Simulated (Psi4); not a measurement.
C$_{2}$H$_{8}$Si$_{2}$, triplet, at the geometry of the source list (a higher spin typed on purpose: for a closed-shell molecule this is an excited state). Base run: MP2/cc-pVDZ (Psi4 1.11).

Here is a job for Psi4.
```
memory 2 GB

molecule mol {
0 3
  C     0.255200    0.360500    1.252100
  Si    1.347300   -0.249000   -0.203200
  C    -0.259600   -0.389800   -1.242300
  Si   -1.342500    0.281200    0.192500
  H     0.505500    1.346900    1.631900
  H     0.250600   -0.304700    2.112200
  H     2.304600    0.741400   -0.698700
  H     2.037500   -1.520200    0.036800
  H    -0.274600    0.210000   -2.147900
  H    -0.504300   -1.405000   -1.545600
  H    -1.959900    1.582100   -0.071400
  H    -2.360000   -0.653400    0.683600
}

set basis cc-pvdz
set reference uhf

energy('mp2')
print_variables()
```

The base run was repeated with changes; each row names its change, and settings that it needs were set with it.

| change | ΔE vs base (kcal/mol) | MP2 correlation (Eh) | basis functions | core-seconds (rough) | outcome |
|---|---|---|---|---|---|
| base | 0.000 | -0.53883 | 104 | 8 | converged |
| cc_type = df | 0.000 | -0.53883 | 104 | 10 | converged |
| method = ccsd | - | - | 104 | - | cut at the time limit |
| method = ccsd(t) | - | - | 104 | - | cut at the time limit |
| method = lccd | - | - | 104 | - | cut at the time limit |
| method = cisd | - | - | - | - | input refused |
| freeze_core = on | 13.62 | -0.51712 | 104 | 10 | converged |
| scf_type = pk; mp2_type = conv | -0.133 | -0.53894 | 104 | 50 | converged |
| method = mp2.5 | -14.38 | -0.53883 | 104 | 30 | converged |
| puream = on | 0.000 | -0.53883 | 104 | 10 | converged |

Open shells are given as the SCF converged; they aren't shown to be the lowest states, and a large step between rows can be another state.

- method = cisd: ended with `psi4.driver.p4util.exceptions.MissingMethodError: Method=cisd is not available for any derivative level under conditions CI_TYPE=CONV, REFERENCE=UHF, FREEZE_CORE=FALSE, QC_MODULE=(auto). See https://psicode.org/psi4manual/master/introduction.html#ss-cisd. Or d`
